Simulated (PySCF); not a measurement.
# Ionisation energy of Pm²⁶⁺ by level of theory

Pm²⁶⁺ [Ar] 3d10 4s2 4p5 [4p1/2^2 4p3/2^3, M_J = 3/2] → Pm²⁷⁺ [Ar] 3d10 4s2 4p4 [4p1/2^2 4p3/2^2, M_J = 2], as a difference of total energies. Calculation: PySCF 2.14, in an uncontracted even-tempered set (17 s from 2.1 bohr⁻², ratio 2.8; 14 p from 2.7 bohr⁻², ratio 2.8; 9 d from 4.8 bohr⁻², ratio 2.8; 4 f from 15 bohr⁻², ratio 3); the two-component X2C-1e Hamiltonian. Correlated levels: [Ne] frozen; the 90 highest virtual spinors dropped. "Screened" scales the spin-orbit matrix elements by Boettger's factors to mimic the two-electron term; Breit and QED terms are absent.

```tsv
method	ionisation energy (eV)
GHF (screened spin-orbit)	952.41
GMP2 (screened spin-orbit)	953.75
```

Q: How much does correlation contribute at GMP2 (screened spin-orbit)?

A: 953.75 − (952.41) = 1.34 eV, measured against GHF (screened spin-orbit).

Breit and QED terms and the two-electron picture change are absent.

The labels give the starting determinants; with spin-orbit coupling the two ends relaxed to ⟨J²⟩ = 3.75, ⟨L²⟩ = 2.03, ⟨S²⟩ = 0.78 and ⟨J²⟩ = 6.01, ⟨L²⟩ = 3.12, ⟨S²⟩ = 1.48.

For comparison: 956 ± 4 eV (theoretical estimate listed by NIST; NIST Atomic Spectra Database, ionization energies).
